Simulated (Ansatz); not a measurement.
Consider the ligand exchange at a Zn–F bond: `[BH2][Zn][F]` + `[SiH3]S` → `[BH2][Zn][S][SiH3]` + H–F.

Isolated molecules relaxed with PBE0-D4/def2-TZVP in Ansatz; ΔE leaves out vibrations. CBS: MP2 limit from def2 TZ/QZ plus the TZ coupled-cluster correction, frozen cores. This one scheme is used for every species. DFT in def2-TZVPP. For Zn outer-core shells are correlated without core-valence functions, which leaves a few kJ/mol of doubt a bond. Scalar relativity is left out up to krypton. One conformer a species, not always the lowest.

`[BH2][Zn][F]`:

```xyz
5

B     0.093   -0.862   -0.294
Zn   -0.114    1.053    0.359
F    -0.294    2.710    0.923
H     0.378   -1.108   -1.428
H    -0.064   -1.793    0.440
```

`[SiH3]S`:

Cartesian coordinates in Å:
```
Si -0.105 0.101 0.507
S 1.100 -0.120 -1.244
H -1.133 1.159 0.334
H 0.846 0.489 1.576
H -0.783 -1.170 0.869
H 0.075 -0.460 -2.042
```

`[BH2][Zn][S][SiH3]`:

Cartesian coordinates in Å:
```
B 0.720 2.639 0.303
Zn -0.339 0.918 0.681
S -1.487 -0.893 1.109
Si -0.446 -2.041 -0.344
H 0.529 3.647 0.920
H 1.563 2.688 -0.546
H -1.376 -2.555 -1.381
H 0.248 -3.192 0.289
H 0.588 -1.210 -1.032
```

H–F:

Cartesian coordinates in Å:
```
F -0.056 -0.260 0.375
H 0.056 0.260 -0.375
```

(1) Is it downhill or uphill in electronic energy at CCSD(T)/CBS, and by how much? (Best estimate.)

(2) What do these levels give: BLYP-D4, PBE0-D4, r2SCANh-D4, CAM-B3LYP-D4, ωB97X-V, ωB97M-V, BLYP, LC-ωPBE, HF/def2-TZVPP, CCSD(T)/def2-TZVPP, MP2/def2-QZVPP, HF/CBS(def2)? (Estimate.)

Largest T1 diagnostic among the species: 0.016.

## Answers

(1) The calculation gave: Downhill: ΔE = -24.4 kJ/mol.

(2) Computed: BLYP-D4 -4.7, PBE0-D4 -27.0, r2SCANh-D4 -21.1, CAM-B3LYP-D4 -6.2, ωB97X-V -11.7, ωB97M-V -17.0, BLYP 5.4, LC-ωPBE -11.2, HF/def2-TZVPP -9.8, CCSD(T)/def2-TZVPP -21.3, MP2/def2-QZVPP -27.4, HF/CBS(def2) -4.8 kJ/mol.

From PBE to PBE0 (25 % exact exchange), in def2-TZVPP and without D4, ΔE moves by −8.5 kJ/mol. At CCSD(T), def2-SVP lies +12.0 kJ/mol from the extrapolated value and def2-TZVPP +3.1 kJ/mol. Leaving LDA and LC-ωPBE aside and taking each functional with its dispersion term where it has one, the values, not all of them listed here, spread over 23.1 kJ/mol, from PBE-QIDH to BLYP-D4. LDA lies −9.6 kJ/mol from PBE without D4.
